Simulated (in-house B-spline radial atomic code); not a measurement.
# RPA and G0W0 on PBE: Ba2+

Configuration [Kr] 4d10 5s2 5p6, mean-field start PBE. Computed with an all-electron radial atomic-structure program (B-spline basis): all electrons, scalar-relativistic (spin-free one-electron X2C), finite nucleus, each spin shell either full or empty, empty states to l = 9 with an (l + 1/2)⁻⁴ tail; G0W0 by contour deformation at full frequency.

Spin-orbit coupling, left out, splits p levels strongly here.

Command:
```bash
python run_gw.py task.json out
```
Settings (radii: box in bohr, nucleus in fm):
```
Z                        56
electrons                54
configuration            [Kr] 4d10 5s2 5p6
hamiltonian              x2c
method                   pbe,pbe
lmax                     9
rms_radius               4.8378
spin_polarised           False
box_radius               17.55
intervals                69
```

Time taken, with all properties: 5.2 s on 1 thread of Arm Neoverse N1, on a shared host.

Energies (hartree):

| term | value |
| --- | --- |
| mean-field total | -8133.82106 |
| Hartree-Fock functional on these orbitals | -8131.14269 |
| direct second order | -4.9802 |
| second-order exchange | 1.3451 |
| SOSEX correction | 1.2511 |

Q: What is the RPA correlation energy, and what remains with SOSEX?

A: RPA gives -4.3416 hartree (-2.19 eV per electron); RPA + SOSEX gives -3.0905, and the second-order doubles -3.6351 hartree (no singles). RPA lacks exchange-type terms and so overcorrelates at short range.

Quasi-particle levels (eV):

| level | occupied | mean field | Σx - vxc | Σc | QP weight | G0W0 |
| --- | --- | --- | --- | --- | --- | --- |
| 5p | yes | -30.91 | -5.03 | ? | ? | ? |
| 5d | no | -12.904 | 5.08 | -1.76 | 0.946 | -9.587 |

G0W0 = mean field + (Σx - vxc) + Σc, with Σc (partial-wave tail included) taken at the quasi-particle energy. Only the outer levels were computed. Levels of low weight are left out.

Q: Where does G0W0 put 5p?

A: At -36.53 eV, with Σc = -0.59 eV and a quasi-particle weight of 0.916. The tabulated removal energy is 35.844 ± 0.0025 eV (NIST, measured); the calculation leaves out spin-orbit coupling, Breit and QED terms, and what these don't explain is the method's own error.
